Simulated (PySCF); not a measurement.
# Reading the logs of faulty runs: BC2H8Si

All numbers below are calculated, not measured. They come from PySCF 2.14.0, an open-source quantum chemistry program, on an isolated molecule that a program drew, which may never have been made. The molecule is BC2H8Si (charge 0, doublet), drawn as the SMILES string `B[Si](C)C`.

Each row is a Hartree-Fock (HF) and frozen-core CCSD(T) single point in the cc-pV(D+d)Z basis, meant for a local HF minimum. Run 1 is clean. Each other run has one planted mistake out of seven kinds, and not every kind appears here: one electron removed, one electron added, multiplicity raised by two, geometry at a saddle point, minimal basis STO-3G, one bond length entered in bohr, all coordinates scaled. The reference is restricted for singlets and unrestricted otherwise, and also for a bond in bohr. Adding or removing an electron swaps singlet and doublet. Electrons count all cores. HOMO and LUMO are orbital energies over both spins, the gradient is its largest component, and the lowest frequency (negative if imaginary) is given only where the gradient is small. Bond lengths are over the 11 bonds as drawn. T1 is the CCSD diagnostic: over 0.02 (restricted) or 0.045 (unrestricted) a single reference is doubtful.

Geometry of the clean run:
```xyz
12
BC2H8Si, angstrom
B    -2.4212   -1.6814    1.5315
Si   -1.6113   -0.4377    0.3013
C    -1.4935    1.4180    0.5901
C    -0.8387   -0.9220   -1.3447
H    -2.4563   -2.8537    1.2715
H    -2.8941   -1.2900    2.5641
H    -0.4497    1.7466    0.5937
H    -2.0063    1.9695   -0.2038
H    -1.9436    1.6937    1.5457
H    -0.9099   -1.9992   -1.5074
H    -1.3396   -0.4146   -2.1749
H     0.2175   -0.6378   -1.3784
```

| run | electrons | basis functions | <S^2> | HOMO (eV) | LUMO (eV) | gradient (hartree/bohr) | lowest frequency (cm^-1) | mean bond (Å) | longest bond (Å) | T1 | HF (hartree) | CCSD(T) (hartree) | mistake |
|---|---|---|---|---|---|---|---|---|---|---|---|---|---|
| 1 | 39 | 105 | 0.761 | -7.58 | 1.17 | 2.1e-05 | 111 | 1.3322 | 1.928 | 0.0113 | -393.97662 | -394.51907 | no fault |
| 2 | 39 | 32 | 0.759 | -4.95 | 5.57 | 2.7e-02 | - | 1.3322 | 1.928 | 0.0148 | -389.40224 | -389.63985 | minimal basis STO-3G |
| 3 | 39 | 105 | 3.767 | -4.90 | -1.61 | 7.9e-02 | - | 1.3322 | 1.928 | 0.0165 | -393.78103 | -394.31737 | ? |
| 4 | 38 | 105 | 0.000 | -17.33 | -5.96 | 5.0e-02 | - | 1.3322 | 1.928 | 0.0102 | -393.72851 | -394.24956 | ? |

**Which mistake was planted in run 3, and what did it cost?**

Electrons, basis and geometry are unchanged, and <S^2> is 3.767, beside S(S+1) = 3.75 for a multiplicity of 4. So the mistake is: multiplicity raised by two. Subtracting run 1 and multiplying by 627.51 kcal/mol a hartree, the energy moved by 122.7 kcal/mol in HF and 126.6 kcal/mol in CCSD(T).

**Which mistake was planted in run 4, and what did it cost?**

It counts 38 electrons, one fewer than the clean run, at the same geometry and basis. So the mistake is: one electron removed. Subtracting run 1 and multiplying by 627.51 kcal/mol a hartree, the energy moved by 155.7 kcal/mol in HF and 169.1 kcal/mol in CCSD(T).

